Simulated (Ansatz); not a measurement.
Stepwise reaction of `[O]=[Mo](=[S])([Cl])[Cl]` with ammonia, as a gas-phase model of exchange steps in deposition or etching. ΔE in kJ/mol; ΔG adds harmonic PBE0-D4 terms to CCSD(T)/CBS, at 1 bar.

Isolated molecules relaxed with PBE0-D4/def2-TZVP in Ansatz; ΔE leaves out vibrations. CBS: MP2 limit from def2 TZ/QZ plus the TZ coupled-cluster correction, frozen cores. This one scheme is used for every species. Functionals use def2-TZVPP. B3LYP here is the variant with VWN-RPA as its local correlation; programs differ in this. Elements past krypton have def2 core potentials. For Mo outer-core shells are correlated without core-valence functions, which leaves a few kJ/mol of doubt a bond. Each species was taken in one conformer, which may not be the lowest.

```json
{"step": "2", "reaction": "`[NH2][Mo](=[O])(=[S])[Cl]` + NH₃ → `[NH2][Mo]([NH2])(=[O])=[S]` + HCl", "PBE-D4": "71.0", "B3LYP-D4": "70.2", "ωB97M-V": "68.2", "CCSD(T)/CBS": "74.2", "ΔG(600 K)": "62.2"}
```

Task: Give the row of step 1, `[O]=[Mo](=[S])([Cl])[Cl]` + NH₃ → `[NH2][Mo](=[O])(=[S])[Cl]` + HCl. (Estimate.)

Result: Computed: 
```csv
step,reaction,PBE-D4,B3LYP-D4,ωB97M-V,CCSD(T)/CBS,ΔG(600 K)
1,`[O]=[Mo](=[S])([Cl])[Cl]` + NH₃ → `[NH2][Mo](=[O])(=[S])[Cl]` + HCl,46.9,45.6,42.8,47.8,42.3
```

Task: By hand: ΔE of the 2 steps together at CCSD(T)/CBS.

Result: (47.8) + (74.2) = 122.0 kJ/mol, or 61.0 kJ/mol a step.

In ΔE each step is higher than the one before. All are uphill at CCSD(T)/CBS. ΔG lies between 42.3 and 62.2 kJ/mol a step. PBE-D4 differs from CCSD(T)/CBS by -3.2 to -0.9 kJ/mol a step. Isolated molecules leave out the surface, adducts and barriers. Largest T1 diagnostic: 0.025.
